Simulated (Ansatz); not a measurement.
PbH4 (H4Pb) was relaxed with PBE0-D4 (def2-TZVP) in Ansatz in these states: charge +1 doublet, neutral singlet. The geometries follow in no particular order.

In the def2 sets Pb takes a core potential; there is no spin–orbit coupling.

A:

```xyz
5

Pb   -0.167    0.128   -0.392
H    -0.694   -1.485   -0.739
H     0.717   -0.546    1.678
H    -1.245    1.240    0.384
H     1.389    0.664   -0.930
```

B:

```xyz
5

Pb    0.0000   -0.0001    0.0000
H    -1.4825   -0.4789    0.7945
H    -0.3801    0.8411   -1.4852
H     0.9527   -1.4211   -0.3623
H     0.9099    1.0589    1.0529
```

Judge from the bond lengths which geometry belongs to which state (an estimate).

A is the charge +1 doublet (Pb1–H3 2.349 Å, Pb1–H5 1.732 Å, Pb1–H2 1.732 Å); B is the neutral singlet (Pb1–H3 1.749 Å, Pb1–H5 1.749 Å, Pb1–H2 1.749 Å).
